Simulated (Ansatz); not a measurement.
Geometry optimisation, RKS PBE/def2-SVP (Ansatz 0.2.0).

Input:

```yaml
crystal:
  periodic: [false, false, false]
  atoms:
    - { symbol: Sn, position_ang: [0.109832, -0.14113, 0.517782] }
    - { symbol: H, position_ang: [0.581424, 0.236267, 2.129314] }
    - { symbol: O, position_ang: [2.071943, -0.259356, 0.512237] }
    - { symbol: H, position_ang: [2.535783, -0.519128, -0.308042] }
    - { symbol: Cl, position_ang: [-0.854705, 1.524493, -0.878087] }
    - { symbol: O, position_ang: [-0.763688, -1.852097, -0.03138] }
    - { symbol: H, position_ang: [-1.576689, -1.638948, -0.532124] }
basis:
  gaussian: { orbitals: def2-SVP }
hamiltonian:
  xc: pbe
relax:
  f_tol: 0.03
  max_steps: 50
```

Run as:

```bash
$ ansatz run input.yaml --threads 2 --pin off --max-ram 3072MiB --backend cpu --events-out ev --progress --plain --runs-dir out
```

Problem. Where does it end, and by what steps?

Solution. The run converged. After 6 steps the energy has fallen by 0.490 eV; H2 moved furthest, 0.55 Å.

| step | energy less start (eV) | largest force component (eV/Å) | accepted |
| --- | --- | --- | --- |
| 0 | 0.0000 | 1.048 | yes |
| 1 | -0.2829 | 0.618 | yes |
| 2 | -0.4316 | 0.301 | yes |
| 3 | -0.4715 | 0.478 | yes |
| 4 | -0.4407 | 0.549 | no |
| 5 | -0.4881 | 0.362 | yes |
| 6 | -0.4903 | 0.018 | yes |

```xyz
7
Properties=species:S:1:pos:R:3
Sn 0.229 -0.120 0.649
H 0.067 0.289 2.308
O 2.186 -0.305 0.314
H 2.346 -0.605 -0.603
Cl -0.696 1.517 -0.805
O -0.697 -1.816 0.132
H -1.331 -1.610 -0.585
```

Whether the end is a true minimum wasn't checked by a vibrational analysis.

Run time: 9.2 s on 2 threads of Intel(R) Xeon(R) Platinum 8488C (Sapphire Rapids), with other jobs on the host, peak memory 0.17 GiB.
